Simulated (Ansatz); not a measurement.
C3H9O3Si, doublet, geometry from GFN2-xTB. Base run: SVWN5/STO-3G (Ansatz, a first-principles code).

Input for Ansatz:
Ansatz 0.2 input:
```yaml
crystal:
  periodic: [false, false, false]
  atoms:
    - {symbol: C, position_ang: [-0.61419389, 2.55237364, -0.42117585]}
    - {symbol: O, position_ang: [0.25351206, 1.49658395, -0.13705825]}
    - {symbol: Si, position_ang: [-0.10894891, 0.02403272, 0.46512422]}
    - {symbol: O, position_ang: [1.17911084, -0.94347744, 0.20582713]}
    - {symbol: C, position_ang: [2.52319027, -0.68652856, 0.48106533]}
    - {symbol: O, position_ang: [-1.35347556, -0.57056539, -0.40666434]}
    - {symbol: C, position_ang: [-1.81236174, -1.88716143, -0.47244164]}
    - {symbol: H, position_ang: [-1.50555726, 2.19693896, -0.94016559]}
    - {symbol: H, position_ang: [-0.91647038, 3.05469906, 0.50130953]}
    - {symbol: H, position_ang: [-0.07779036, 3.25864674, -1.05640477]}
    - {symbol: H, position_ang: [2.71858347, -0.79040362, 1.55144500]}
    - {symbol: H, position_ang: [3.11807544, -1.41917408, -0.06611692]}
    - {symbol: H, position_ang: [2.80129183, 0.32013494, 0.16562766]}
    - {symbol: H, position_ang: [-2.38274280, -2.13621602, 0.42606736]}
    - {symbol: H, position_ang: [-2.46231582, -1.96696522, -1.34494223]}
    - {symbol: H, position_ang: [-0.98077586, -2.58654973, -0.57008247]}
basis:
  gaussian:
    orbitals: STO-3G
hamiltonian:
  xc: {name: SVWN5}
magnetization: {spin_polarized: true, initial_magnetization: 1}
```

Each row names what was changed in the base input (with any setting that the change needs).

```csv
change,ΔE vs base (µEh)
base,0.0
accuracy = high,0.9
"point_charge = charge:-1.0 position_ang:-4.9962, -3.9672, -0.4056",-3602
"point_charge = charge:0.5 position_ang:3.3962, -1.8053, 5.0345",263
lower_state_search = off,0.0
"final_grid = 10, 20, 41",-1.0
lower_state_search = full,0.0
nuclear_model = gaussian,144
forces = on,0.0
"final_grid = 6, 12, 29",-6.8
fitting.mean_field = cc-pVTZ-JKFIT,-596
```
